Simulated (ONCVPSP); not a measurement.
How hard is this Tb (Z = 65) ONCV potential?

- Element: terbium (Tb)
- Generator: ONCVPSP 4.0.1
- Type: optimised norm-conserving Vanderbilt (ONCV)
- Functional: PBEsol
- Relativity: scalar-relativistic
- Frozen core: [Kr] 4d10 4f8
- Valence charge: 11
- Reference configuration: 5s2 5p6 5d1 (charge +2)
- Partial waves: 5s: rc 2.00 bohr, ncon 4, nbas 8, qcut 7.5 1/bohr, 1 projector; 5p: rc 1.80 bohr, ncon 3, nbas 6, qcut 7.4 1/bohr, 3 projectors, debl 0.8 Ha; 5d: rc 2.80 bohr, ncon 4, nbas 8, qcut 5.2 1/bohr, 2 projectors, debl 1.1 Ha
- Local potential: polynomial inside 1.35 bohr (lpopt 1, dvloc0 6 Ha)
- Core correction: Teter function, fcfact 1.75, rcfact 1.15

In the p channel the program set the typed energies aside and used -1.535, 0.250, 1.050 Ha.

**Question.** For each optimised wave give the share of its norm inside rc, the residual kinetic energy above qcut (Ha) and the cutoffs (Ha) for errors of 10, 1, 0.1 and 0.01 mHa per electron.

**Answer.**

```
         wave  norm inside rc  residual KE  10 mHa  1 mHa  0.1 mHa  0.01 mHa
           5s           0.933      3.0e-08    12.7   16.6     19.8      22.5
           5p           0.735      1.9e-06    12.8   18.2     21.8      25.0
p projector 2           0.050      7.7e-07     5.7   16.1     20.9      24.3
p projector 3           0.060      2.1e-06    10.5   18.1     22.2      25.6
           5d           0.737      4.6e-07     6.3    8.6     10.4      11.8
d projector 2           0.131      1.1e-06     6.5    8.8     10.7      12.3
```

The occupied waves need 18 Ha and 22 Ha for 1 and 0.1 mHa. Its largest configuration-test error is +373 meV.
